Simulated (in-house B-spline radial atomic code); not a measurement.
Spin-orbit splittings of orbital energies (j = l + 1/2 less j = l - 1/2) and ratios of mean radii (lower j over upper j) along the 32-electron series, configuration [Ar] 3d10 4s2 4p2. Computed with an all-electron radial atomic-structure program (B-spline basis): Dirac-Hartree-Fock, average of the configuration, finite nuclei.

```tsv
ion	Z	splitting of 4p (eV)	radius ratio of 4p	splitting of 2p (eV)	radius ratio of 2p	splitting of 3d (eV)	radius ratio of 3d
Hf40+	72	85.025	0.95588	1197.8	0.89627	58.779	0.97795
Ta41+	73	?	?	?	?	?	?
W42+	74	?	?	?	?	?	?
Re43+	75	105.83	0.95176	1446.81	0.8865	71.705	0.97602
Os44+	76	113.6	0.95032	1538.79	0.88312	76.46	0.97535
Ir45+	77	121.83	0.94885	1635.61	0.87966	81.449	0.97467
```

Task: Fill in the row of Ta41+.

Result: splitting of 4p (eV): 91.558; radius ratio of 4p: 0.95454; splitting of 2p (eV): 1276.51; radius ratio of 2p: 0.89308; splitting of 3d (eV): 62.873; radius ratio of 3d: 0.97732.

Task: Fill in the row of W42+.

Result: splitting of 4p (eV): 98.485; radius ratio of 4p: 0.95316; splitting of 2p (eV): 1359.44; radius ratio of 2p: 0.88983; splitting of 3d (eV): 67.179; radius ratio of 3d: 0.97667.

Task: With what power of Z does the column «splitting of 2p (eV)» change over this range?

Result: A fit of the logarithm of its size against log Z from Z = 72 to 77 has slope 4.64. An unscreened hydrogenic electron would give 4 at low Z; screening makes the apparent power larger near the neutral end, and relativity raises it again at high Z.
